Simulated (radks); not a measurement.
The numbers below are computed, except where a source is named.
Cu1.5+, configuration [Ar] 4s(up 0.5, down 0.5) 3d(up 4.25, down 4.25) (fractional occupations, a model configuration). Level of theory: non-relativistic Kohn-Sham, PBE, spin-polarised, spherical densities, point nucleus (a radial shooting solver on a logarithmic mesh with Libxc functionals).

Unscreened Slater integrals over Kohn-Sham orbitals (eV). They are taken over the spin-up orbitals.

integral,value
"F0(4s,4s)",10.454
"F0(4s,3d)",13.229
"G2(4s,3d)",1.4728
"F0(4s,3p)",13.474
"G1(4s,3p)",0.79725
"F0(4s,3s)",13.513
"G0(4s,3s)",0.57818
"F0(3d,3d)",28.282
"F2(3d,3d)",12.950
"F4(3d,3d)",8.0311
"F0(3d,3p)",30.372
"F2(3d,3p)",14.253
"G1(3d,3p)",17.588
"G3(3d,3p)",10.661
"F0(3d,3s)",30.859
"G2(3d,3s)",13.281
"F0(3p,3p)",33.006
"F2(3p,3p)",16.486
"F0(3p,3s)",33.557
"G1(3p,3s)",22.199
"F0(3s,3s)",34.160

Derived for the open shells (J is the average intra-shell exchange parameter used in DFT+U). 3d: Racah B = F2/49 - 5 F4/441 = 0.1732 eV, C = 35 F4/441 = 0.6374 eV, C/B = 3.68, F4/F2 = 0.620, J = (F2 + F4)/14 = 1.499 eV.
